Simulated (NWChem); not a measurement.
System: CH₃CaFN₂

```xyz
8

Ca     0.2253    -0.8320     0.0000
F      0.0360    -2.8042     0.0000
C      0.3223     1.8365     0.0000
N      0.3004     1.1806    -1.1504
N      0.3004     1.1806     1.1504
H      0.3591     2.9455     0.0000
H      0.3213     1.7920    -1.9583
H      0.3213     1.7920     1.9583
```
Atoms are numbered in this order, from 1.

Level: PBE0/def2-SVP (NWChem), optimised geometry, unscaled harmonic frequencies. 

```csv
frequency (cm⁻¹),IR intensity (km/mol)
27,29.8
89,26.5
212,155.3
323,23.4
368,19.5
612,217.1
620,0.0
728,5.1
758,108.7
1049,0.5
1158,144.8
1165,2.0
1329,158.5
1440,63.2
1654,351.4
3031,76.5
3654,48.3
3657,7.7
```

```json
{
 "zero_point_energy": "31.3 kcal/mol",
 "thermal correction to the enthalpy at 298.15 K (with zero-point energy)": "35.8 kcal/mol",
 "heat capacity Cv": "19.4 cal/(mol K)",
 "entropy at 298.15 K and 1 atm (symmetry number 1)": "82.1 cal/(mol K)",
 "dipole_moment": "4.14 D"
}
```

Rigid rotor and harmonic oscillator; modes under 100 cm⁻¹ make the entropy uncertain.
